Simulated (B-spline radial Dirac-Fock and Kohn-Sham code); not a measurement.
A summary of the ionisation energies of iron (Z = 26) against charge, from ΔSCF Dirac-Fock with Breit, self-energy and vacuum polarisation, finite nucleus, configuration average and from the NIST table. The largest relative steps of the computed values, from charge +5 on, come at Fe⁵⁺ (21 electrons left, 72.71 to 96.49 eV); Fe⁸⁺ (18 electrons left, 149.9 to 233.1 eV); Fe¹⁶⁺ (10 electrons left, 488.7 to 1264.6 eV); Fe²⁴⁺ (2 electrons left, 2045.6 to 8826.7 eV). The median of |NIST − computed| / NIST over the 26 ions is 0.54 %.

```tsv
charge	computed (eV)	NIST (eV)
0	6.88	7.902468
1	14.90	16.19921
2	31.72	30.651
3	51.04	54.91
4	72.71	75
5	96.49	98.985
6	122.2	124.9671
7	149.9	151.06
8	233.1	233.6
9	262.4	262.1
10	292.7	290.9
11	324.0	330.8
12	356.2	361
13	389.3	392.2
14	452.9	456.2
15	488.7	489.312
16	1264.6	1262.7
17	1364.0	1357.8
18	1466.3	1460
19	1571.5	1575.6
20	1679.6	1687
21	1790.5	1798.4
22	1943.6	1950.4
23	2045.6	2045.759
24	8826.7	8828.186
25	9277.8	9277.689
```
